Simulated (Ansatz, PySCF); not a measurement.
CH9FOSi3, SMILES O([SiH2][SiH2]C)[SiH2]F. Atoms are numbered in the order given.

```xyz
15

C      3.3095     1.1043    -0.2738
Si     1.6165     0.3496    -0.6360
Si     0.3161     0.3653     1.3247
O     -1.1996    -0.3069     1.0588
Si    -2.1766    -0.8949    -0.1188
F     -1.3062    -0.9985    -1.4913
H      3.2151     2.1450     0.0744
H      3.9355     1.1075    -1.1803
H      3.8426     0.5321     0.5020
H      0.9128     1.1373    -1.6955
H      1.7661    -1.0598    -1.1141
H      0.9827    -0.4138     2.4137
H      0.1293     1.7633     1.8253
H     -2.6315    -2.2612     0.2346
H     -3.3034     0.0360    -0.3736
```
Charge 0, spin multiplicity 1.

The structure is a stationary point at r2SCAN-D4/def2-SVP. The structure was generated by enumeration, and PubChem lists no compound with its InChIKey, so it may never have been made. One conformer was computed; it need not be the lowest.

Two levels are set side by side: PBE-D3(BJ)/def2-SVP (Ansatz, a first-principles code) and r2SCAN-D4/def2-SVP (Ansatz). Each level has its own optimised geometry; the coordinates shown are those of the second. Frequencies come from the Hessian of PySCF at each geometry. Differences are taken from unrounded values.

```json
[
 {"quantity": "mean bond length (Å)", "r2SCAN-D4": "1.532", "PBE-D3(BJ)": "1.542", "PBE-D3(BJ) minus r2SCAN-D4": "0.011"},
 {"quantity": "bond C1–Si2 (Å)", "r2SCAN-D4": "1.889", "PBE-D3(BJ)": "1.898", "PBE-D3(BJ) minus r2SCAN-D4": "0.010"},
 {"quantity": "bond Si2–Si3 (Å)", "r2SCAN-D4": "2.353", "PBE-D3(BJ)": "2.359", "PBE-D3(BJ) minus r2SCAN-D4": "0.006"},
 {"quantity": "bond Si3–O4 (Å)", "r2SCAN-D4": "1.679", "PBE-D3(BJ)": "1.695", "PBE-D3(BJ) minus r2SCAN-D4": "0.016"},
 {"quantity": "bond O4–Si5 (Å)", "r2SCAN-D4": "1.639", "PBE-D3(BJ)": "1.655", "PBE-D3(BJ) minus r2SCAN-D4": "0.015"},
 {"quantity": "bond Si5–F6 (Å)", "r2SCAN-D4": "1.628", "PBE-D3(BJ)": "1.642", "PBE-D3(BJ) minus r2SCAN-D4": "0.013"},
 {"quantity": "bond C1–H7 (Å)", "r2SCAN-D4": "1.102", "PBE-D3(BJ)": "1.109", "PBE-D3(BJ) minus r2SCAN-D4": "0.007"},
 {"quantity": "bond C1–H8 (Å)", "r2SCAN-D4": "1.102", "PBE-D3(BJ)": "1.109", "PBE-D3(BJ) minus r2SCAN-D4": "0.007"},
 {"quantity": "bond C1–H9 (Å)", "r2SCAN-D4": "1.102", "PBE-D3(BJ)": "1.109", "PBE-D3(BJ) minus r2SCAN-D4": "0.007"},
 {"quantity": "bond Si2–H10 (Å)", "r2SCAN-D4": "1.496", "PBE-D3(BJ)": "1.506", "PBE-D3(BJ) minus r2SCAN-D4": "0.010"},
 {"quantity": "bond Si2–H11 (Å)", "r2SCAN-D4": "1.496", "PBE-D3(BJ)": "1.506", "PBE-D3(BJ) minus r2SCAN-D4": "0.010"},
 {"quantity": "bond Si3–H12 (Å)", "r2SCAN-D4": "1.496", "PBE-D3(BJ)": "1.506", "PBE-D3(BJ) minus r2SCAN-D4": "0.010"},
 {"quantity": "bond Si3–H13 (Å)", "r2SCAN-D4": "1.497", "PBE-D3(BJ)": "1.509", "PBE-D3(BJ) minus r2SCAN-D4": "0.013"},
 {"quantity": "bond Si5–H14 (Å)", "r2SCAN-D4": "1.483", "PBE-D3(BJ)": "1.494", "PBE-D3(BJ) minus r2SCAN-D4": "0.011"},
 {"quantity": "bond Si5–H15 (Å)", "r2SCAN-D4": "1.484", "PBE-D3(BJ)": "1.498", "PBE-D3(BJ) minus r2SCAN-D4": "0.014"},
 {"quantity": "highest harmonic wavenumber (cm⁻¹)", "r2SCAN-D4": "3145", "PBE-D3(BJ)": "3081", "PBE-D3(BJ) minus r2SCAN-D4": "-64"},
 {"quantity": "mean harmonic wavenumber (cm⁻¹)", "r2SCAN-D4": "1084", "PBE-D3(BJ)": "1055", "PBE-D3(BJ) minus r2SCAN-D4": "-30"},
 {"quantity": "zero-point energy (kcal/mol)", "r2SCAN-D4": "60.46", "PBE-D3(BJ)": "58.81", "PBE-D3(BJ) minus r2SCAN-D4": "-1.65"}
]
```
